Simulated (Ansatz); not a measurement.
Te3Pb3⁺, relaxed as a doublet with UKS PBE-D4/def2-SVP in Ansatz, starting from the GFN1-xTB geometry. Force threshold 0.03 eV/Å.

In the def2 sets Pb, Te take a core potential; there is no spin–orbit coupling. The structure comes from a short search, and lower isomers may exist.

Start:

```xyz
6

Pb   -0.7040   -1.0559    1.7819
Pb   -0.2691    2.6068   -0.0170
Pb    0.4503   -0.0887   -1.9394
Te    1.6060    0.5237    0.7960
Te   -2.0711    0.3767   -0.4165
Te    0.9879   -2.3625   -0.2050
```

```tsv
step	energy (eV)	largest force component (eV/Å)	SCF passes
1	-37628.2807	1.436	22
2	-37628.6267	0.513	30
3	-37628.7404	0.259	29
4	-37628.8029	0.251	27
5	-37628.8239	0.091	22
6	-37628.8292	0.046	26
7	-37628.8322	0.023	22
```

Force components are those of the run's own axes.

End:

Cartesian coordinates in Å:
```
Pb -0.637 -0.972 1.630
Pb -0.441 2.704 0.325
Pb 0.468 -0.338 -1.910
Te 1.799 0.755 0.702
Te -2.214 0.553 -0.583
Te 1.024 -2.702 -0.164
```

Bonds lost: Te4–Te6 (atoms count from 1).

No frequencies were taken in this run, so the end may be a saddle point.

Hardware: 4 threads of Intel Xeon on a shared host. Wall time 35 s.
